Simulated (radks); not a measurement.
The numbers below are computed, except where a source is named.
Mo12+, 30 electrons, occupied as [Ar] 3d10 4s2. Code: a radial shooting solver on a logarithmic mesh with Libxc functionals. Model: scalar-relativistic Kohn-Sham, PBE, spin-polarised, spherical densities, finite nucleus; Fermi nuclear charge, rms radius 4.4091 fm.

Normalised radial functions P(r) = r R(r), r in bohr:

| r | 3s | 3p | 3d |
|---|---|---|---|
| 0.001535 | 0.1241 | 0.0027 | 0.0000 |
| 0.001745 | 0.1388 | 0.0035 | 0.0000 |
| 0.001967 | 0.1541 | 0.0043 | 0.0000 |
| 0.002236 | 0.1720 | 0.0054 | 0.0000 |
| 0.002521 | 0.1904 | 0.0067 | 0.0000 |
| 0.002865 | 0.2118 | 0.0084 | 0.0000 |
| 0.003256 | 0.2350 | 0.0106 | 0.0001 |
| 0.003672 | 0.2586 | 0.0132 | 0.0001 |
| 0.004173 | 0.2855 | 0.0166 | 0.0001 |
| 0.004705 | 0.3123 | 0.0205 | 0.0002 |
| 0.005348 | 0.3425 | 0.0258 | 0.0003 |
| 0.006029 | 0.3719 | 0.0320 | 0.0004 |
| 0.006853 | 0.4041 | 0.0401 | 0.0006 |
| 0.007788 | 0.4365 | 0.0502 | 0.0008 |
| 0.008781 | 0.4663 | 0.0619 | 0.0011 |
| 0.009981 | 0.4965 | 0.0772 | 0.0016 |
| 0.01125 | 0.5221 | 0.0947 | 0.0023 |
| 0.01279 | 0.5448 | 0.1174 | 0.0032 |
| 0.01442 | 0.5601 | 0.1430 | 0.0045 |
| 0.01639 | 0.5676 | 0.1757 | 0.0064 |
| 0.01863 | 0.5635 | 0.2148 | 0.0091 |
| 0.021 | 0.5464 | 0.2579 | 0.0126 |
| 0.02387 | 0.5110 | 0.3112 | 0.0177 |
| 0.02691 | 0.4591 | 0.3684 | 0.0242 |
| 0.03059 | 0.3814 | 0.4370 | 0.0337 |
| 0.03449 | 0.2858 | 0.5078 | 0.0457 |
| 0.0392 | 0.1591 | 0.5887 | 0.0629 |
| 0.04455 | 0.0081 | 0.6724 | 0.0859 |
| 0.05023 | -0.1521 | 0.7498 | 0.1141 |
| 0.05709 | -0.3361 | 0.8257 | 0.1532 |
| 0.06437 | -0.5116 | 0.8841 | 0.2000 |
| 0.07316 | -0.6882 | 0.9238 | 0.2628 |
| 0.08249 | -0.8280 | 0.9307 | 0.3357 |
| 0.09375 | -0.9301 | 0.8952 | 0.4297 |
| 0.1066 | -0.9630 | 0.8051 | 0.5416 |
| 0.1201 | -0.9144 | 0.6639 | 0.6623 |
| 0.1365 | -0.7656 | 0.4493 | 0.8059 |
| 0.154 | -0.5328 | 0.1909 | 0.9505 |
| 0.175 | -0.1943 | -0.1353 | 1.1088 |
| 0.1973 | 0.1861 | -0.4710 | 1.2528 |
| 0.2242 | 0.6222 | -0.8339 | 1.3907 |
| 0.2548 | 1.0423 | -1.1684 | 1.4998 |
| 0.2873 | 1.3755 | -1.4246 | 1.5646 |
| 0.3266 | 1.6234 | -1.6074 | 1.5836 |
| 0.3682 | 1.7292 | -1.6765 | 1.5490 |
| 0.4185 | 1.7003 | -1.6366 | 1.4560 |
| 0.4718 | 1.5550 | -1.5032 | 1.3215 |
| 0.5363 | 1.3087 | -1.2840 | 1.1391 |
| 0.6095 | 1.0154 | -1.0207 | 0.9329 |
| 0.6872 | 0.7406 | -0.7679 | 0.7348 |
| 0.781 | 0.4839 | -0.5233 | 0.5357 |
| 0.8806 | 0.2965 | -0.3365 | 0.3734 |
| 1.001 | 0.1580 | -0.1905 | 0.2350 |
| 1.128 | 0.0782 | -0.1009 | 0.1400 |
| 1.283 | 0.0323 | -0.0453 | 0.0727 |
| 1.458 | 0.0114 | -0.0176 | 0.0336 |
| 1.644 | 0.0037 | -0.0063 | 0.0144 |
| 1.868 | 0.0009 | -0.0017 | 0.0050 |
| 2.106 | 0.0002 | -0.0004 | 0.0016 |
| 2.394 | 0.0000 | -0.0001 | 0.0004 |
| 2.699 | 0.0000 | 0.0000 | 0.0001 |
| 3.068 | 0.0000 | 0.0000 | 0.0000 |

3s: eigenvalue -714.21 eV, 2 radial nodes at r = 0.0448, 0.186 bohr, <r> = 0.426 bohr, 90 % of the charge inside 0.628 bohr. 3p: eigenvalue -616.86 eV, 1 radial node at r = 0.166 bohr, <r> = 0.426 bohr, 90 % of the charge inside 0.643 bohr. 3d: eigenvalue -458.93 eV, 0 radial nodes, <r> = 0.407 bohr, 90 % of the charge inside 0.648 bohr.
